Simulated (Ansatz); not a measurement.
Several settings on one geometry of WO2(NH2)2 (WN2O2H4) (that of the charge 0 singlet, B3LYP-D4/def2-SVP). Ansatz on 4 threads of Arm Neoverse V1 on a shared host; times are rough.

```
atom   x (Å)   y (Å)   z (Å)
  W1   0.537   0.001   0.370
  O2   0.485   0.004   2.093
  O3   2.128   0.000  -0.292
  N4  -0.367   1.620  -0.256
  H5  -0.128   2.118  -1.111
  H6  -1.080   2.121   0.269
  N7  -0.367  -1.622  -0.250
  H8  -1.079  -2.120   0.278
  H9  -0.129  -2.122  -1.103
```

Totals from different functionals, basis sets or treatments of relativity can't be compared as stabilities.

In the def2 sets W takes a core potential; there is no spin–orbit coupling. Correlated methods freeze 4 core orbitals; core or outer-core shells of W are correlated, in sets that lack core-valence functions.

(1) Give the basis size and estimate the energy, ⟨S²⟩, dipole and time of these runs.

| run | method | charge | state | further keys |
| --- | --- | --- | --- | --- |
| 1 | UKS ωB97X/def2-mTZVPP | 0 | singlet | scf: {omitted_lower_state_checks: [starts]}; forces asked |
| 2 | RKS PBE-D3(BJ)-ATM/def2-mTZVP | 0 | singlet | scf: {omitted_lower_state_checks: [starts]}; forces asked |
| 3 | UKS PBE-QIDH/def2-mTZVP | 0 | singlet | scf: {lower_state_search: off} |

## Answers

(1) 
| run | functions | energy (Eh) | ⟨S²⟩ | dipole (D) | wall time |
| --- | --- | --- | --- | --- | --- |
| 1 | 152 | -329.6410 | 0.00 | 4.53 | 11 s |
| 2 | 134 | -329.4896 | – | 4.39 | 1.6 s |
| 3 | 134 | -329.1525 | 0.00 | – | 3.4 s |
